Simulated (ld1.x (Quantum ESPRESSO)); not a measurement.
**Which change was made? (Si, TM)**

* Element: Si
* Generator: ld1.x (Quantum ESPRESSO) 7.5
* Type: norm-conserving Troullier–Martins (Kleinman–Bylander form)
* Functional: PBE
* Relativity: non-relativistic
* Frozen core: [Ne]
* Valence charge: 4
* Reference configuration: 3s2 3p1.5 (charge +0.5)
* Partial waves: 3s (bound): rc 1.75 bohr; 3p (bound): rc 1.55 bohr
* Local potential: all-electron potential smoothed inside 1.50 bohr (lloc = -1)
* Core correction: a·sin(br)/r model core, default radius (core density twice the valence density)

Cutoffs, loose and tight: the cutoffs (Ry, on a coarse ladder) from which the occupation-weighted sum of valence levels, in a spherical-Bessel basis at the reference potential, stays within 10 and 1 mRy of its value at 400 Ry. They do not see the model core or the augmentation charge, which bear on the density cutoff. Test errors are all-electron minus pseudo excitation energies from the reference, over the configurations 3s2 3p2; 3s2 3p1; 3s2 3p0; 3s1 3p3; 3s0 3p4; 3s1 3p2; 3s1 3p0; variants that change the core or the reference have their own tests.

The base gives: outcome: generated; cutoff, loose: 30 Ry; cutoff, tight: 45 Ry; bound ghosts: none; largest test error (meV): +71.

(1) After one change the result is: outcome: generated; cutoff, loose: 30 Ry; cutoff, tight: 45 Ry; bound ghosts: none; largest test error (meV): +35. Which change was it?
A. core correction a·sin(br)/r model core inside 1.66 bohr
B. core correction a·sin(br)/r model core inside 1.32 bohr
C. core correction a·sin(br)/r model core inside 1.84 bohr

## Answers

(1) A. The others give: core correction a·sin(br)/r model core inside 1.32 bohr → outcome: generated; cutoff, loose: 30 Ry; cutoff, tight: 45 Ry; bound ghosts: none; largest test error (meV): +89 | core correction a·sin(br)/r model core inside 1.84 bohr → outcome: generated; cutoff, loose: 30 Ry; cutoff, tight: 45 Ry; bound ghosts: none; largest test error (meV): +49.
